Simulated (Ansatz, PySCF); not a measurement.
C2H5BO2, SMILES C=CB(O)O. Atoms are numbered in the order given.

```xyz
10

B      0.2280     0.4119     0.1984
C     -0.6714    -0.3388    -0.8422
C     -0.9096    -1.6570    -0.7796
H     -1.1349     0.2241    -1.6653
H     -1.5391    -2.1787    -1.5089
H     -0.4737    -2.2668     0.0188
O      0.7996    -0.2934     1.2145
H      1.3292     0.2737     1.7901
O      0.4709     1.7598     0.1361
H      0.0355     2.1932    -0.6065
```
Charge 0, spin multiplicity 1.

Coordinates come from a B3LYP-D3(BJ)/def2-SVP optimisation. The values are those of a single conformer.

Two levels are set side by side: PBE-D3(BJ)/def2-SVP (Ansatz, a program for electronic structure) and B3LYP-D3(BJ)/def2-SVP (Ansatz). Each level has its own optimised geometry; the coordinates shown are those of the second. Frequencies come from the Hessian of PySCF at each geometry. Differences are taken from unrounded values.

```
quantity                            B3LYP-D3(BJ)  PBE-D3(BJ)  PBE-D3(BJ) minus B3LYP-D3(BJ)
----------------------------------  ------------  ----------  -----------------------------
mean bond length (Å)                       1.207       1.215                          0.008
bond B1–C2 (Å)                             1.567       1.570                          0.003
bond B1–O7 (Å)                             1.363       1.371                          0.009
bond B1–O9 (Å)                             1.371       1.380                          0.009
bond C2–C3 (Å)                             1.341       1.349                          0.008
bond C2–H4 (Å)                             1.100       1.108                          0.008
bond C3–H5 (Å)                             1.096       1.104                          0.008
bond C3–H6 (Å)                             1.095       1.103                          0.008
bond O7–H8 (Å)                             0.966       0.975                          0.009
bond O9–H10 (Å)                            0.964       0.972                          0.008
highest harmonic wavenumber (cm⁻¹)          3873        3762                           -110
mean harmonic wavenumber (cm⁻¹)             1403        1365                            -38
zero-point energy (kcal/mol)               48.15       46.84                          -1.31
```

GGA bonds tend to be longer and softer than those of functionals with exact exchange. Differences between two approximate levels are no errors against the true value.
